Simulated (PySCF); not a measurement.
Si(H)(OH)2(SeH) (H4O2SeSi), SMILES O[SiH](O)[SeH]. Geometry optimised at PBE-D3(BJ)/def2-SVP. This is a generated structure with no PubChem entry under its InChIKey; it may be hypothetical. Other conformers were not sampled.

Computed equilibrium geometry at PBE-D3(BJ)/def2-SVP (PySCF confirms it by a frequency run) as Cartesian coordinates in Å (one conformer of several):
```xyz
8

Si    -1.0412     0.1970     0.2073
O     -1.7927    -0.6678    -1.0105
O     -1.2440    -0.3867     1.7624
Se     1.2074     0.1841    -0.3210
H     -1.6919     1.5332     0.2079
H     -1.3714    -1.5125    -1.2489
H     -0.7132    -1.1747     1.9774
H      1.5947     0.5723     1.0593
```
Charge 0, spin multiplicity 1.
